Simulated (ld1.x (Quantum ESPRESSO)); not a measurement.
# u(r) = r·R(r): atom against pseudo-atom (strontium)

Columns: radius, all-electron u(r) and pseudo u(r) of the 4p shell (level -25.81 eV) of strontium in the configuration [Ar] 3d10 4s2 4p6 4d0 5s1.5 5p0; PBE, scalar-relativistic, RRKJ scheme, ld1.x (Quantum ESPRESSO) 7.5.

```json
{"r (bohr)": "0.128", "all-electron": "0.2082", "pseudo": "0.0213"}
{"r (bohr)": "0.255", "all-electron": "-0.2829", "pseudo": "0.0824"}
{"r (bohr)": "0.382", "all-electron": "-0.4373", "pseudo": "0.1765"}
{"r (bohr)": "0.510", "all-electron": "-0.2488", "pseudo": "0.2947"}
{"r (bohr)": "0.638", "all-electron": "0.0632", "pseudo": "0.4242"}
{"r (bohr)": "0.765", "all-electron": "0.3619", "pseudo": "0.5512"}
{"r (bohr)": "0.893", "all-electron": "0.5987", "pseudo": "0.6664"}
{"r (bohr)": "1.020", "all-electron": "0.7596", "pseudo": "0.7587"}
{"r (bohr)": "1.148", "all-electron": "0.8540", "pseudo": "0.8238"}
{"r (bohr)": "1.275", "all-electron": "0.8924", "pseudo": "0.8582"}
{"r (bohr)": "1.402", "all-electron": "0.8897", "pseudo": "0.8636"}
{"r (bohr)": "1.530", "all-electron": "0.8578", "pseudo": "0.8431"}
{"r (bohr)": "1.658", "all-electron": "0.8070", "pseudo": "0.8018"}
{"r (bohr)": "1.785", "all-electron": "0.7460", "pseudo": "0.7466"}
{"r (bohr)": "1.912", "all-electron": "0.6799", "pseudo": "0.6830"}
{"r (bohr)": "2.040", "all-electron": "0.6125", "pseudo": "0.6155"}
{"r (bohr)": "2.168", "all-electron": "0.5469", "pseudo": "0.5488"}
{"r (bohr)": "2.295", "all-electron": "0.4854", "pseudo": "0.4862"}
{"r (bohr)": "2.422", "all-electron": "0.4284", "pseudo": "0.4285"}
{"r (bohr)": "2.550", "all-electron": "0.3759", "pseudo": "0.3759"}
{"r (bohr)": "2.678", "all-electron": "0.3286", "pseudo": "0.3286"}
{"r (bohr)": "2.805", "all-electron": "0.2867", "pseudo": "0.2867"}
{"r (bohr)": "2.932", "all-electron": "0.2494", "pseudo": "0.2494"}
{"r (bohr)": "3.060", "all-electron": "0.2163", "pseudo": "0.2163"}
{"r (bohr)": "3.188", "all-electron": "0.1872", "pseudo": "0.1872"}
{"r (bohr)": "3.315", "all-electron": "0.1620", "pseudo": "0.1620"}
```

How many radial nodes do the two functions have?

The all-electron 4p function has n − l − 1 = 2; the pseudo-wave has 0, since the states of the same l below it are removed with the core.

At about which radius was the pseudo-wave matched?

2.55 bohr. The columns agree to 0.0005 from 2.42 bohr on; several derivatives are matched, so the curves merge somewhat inside the radius.

Where does each function peak?

Outermost all-electron maximum near 1.27 bohr, pseudo maximum near 1.40 bohr (to the table’s step).

Is the pseudo-wave norm-conserving?

Yes: the RRKJ scheme keeps the norm inside the radius equal to the all-electron one, which fixes the energy derivative of the logarithmic derivative at the level.
